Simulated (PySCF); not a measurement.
F$_{4}$Sb (SMILES [F][Sb+]([F])([F])[F]), charge +1, singlet, at a GFN2-xTB geometry (all electrons, no relativity).

PySCF was given this input:
```python
from pyscf import gto, scf, dft

mol = gto.Mole()
mol.atom = '''
    Sb    0.00000000    0.00000000    0.00000000
    F     1.78716823   -0.30357238   -0.62788667
    F    -0.08155754    0.81022628    1.73702329
    F    -0.73508024    1.12801739   -1.36660234
    F    -0.97053045   -1.63467128    0.25746573
'''
mol.basis = 'sto-3g'
mol.charge = 1
mol.verbose = 4
mol.build()

mf = dft.RKS(mol)
mf.xc = 'mn15'
mf.kernel()
```

Problem. What is the computed Mulliken (on the basis functions themselves) charges in atom order (MN15/STO-3G (PySCF))?

Solution. Sb1 1.47, F2 -0.12, F3 -0.12, F4 -0.12, F5 -0.12

Problem. Predict the nuclear repulsion energy from MN15/STO-3G.

Solution. 588.6570 Eh

Problem. Estimate the HOMO energy that MN15/STO-3G returns for this input.

Solution. -13.98 eV
